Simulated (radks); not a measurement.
The potassium anion K-, [Ar] 4s2, held by a Watson sphere: a shell of charge +1 at radius R that stands for the Madelung well of a crystal (potential energy -1/R inside, -1/r outside, in hartree with lengths in bohr). All-electron calculation, scalar-relativistic Kohn-Sham, LB94 model potential, spin-polarised, spherical densities, finite nucleus; Fermi nuclear charge, rms radius of each element as measured or else 0.836 A^(1/3) + 0.57 fm. Program: a radial shooting solver on a logarithmic mesh with Libxc functionals. Response by self-consistent Sternheimer equations with the Hartree and adiabatic LDA kernel, the relativistic mass of each level held fixed and spin-orbit coupling left out. The sphere does not respond.

R (bohr),e(3s) (eV),e(3p) (eV),e(4s) (eV),<r> 4s (bohr),sum of <r^2> (bohr^2),X-ray form factor at sin(theta)/lambda = 0.1 1/angstrom,alpha (bohr^3)
2.5,-42.382,-26.125,-6.297,3.970,55.82,17.162,142.2
3.25,-40.783,-24.537,-5.999,4.158,59.36,17.083,167.3
3.74,-40.172,-23.922,-5.742,4.305,62.20,17.033,191.3
3.99,-39.938,-23.686,-5.605,4.380,63.72,17.010,205.2
4.12,-39.831,-23.578,-5.534,4.419,64.52,16.998,212.7
4.48,-39.576,-23.321,-5.338,4.524,66.73,16.970,234.9
5.25,-39.161,-22.903,-4.941,4.727,71.30,16.924,286.1
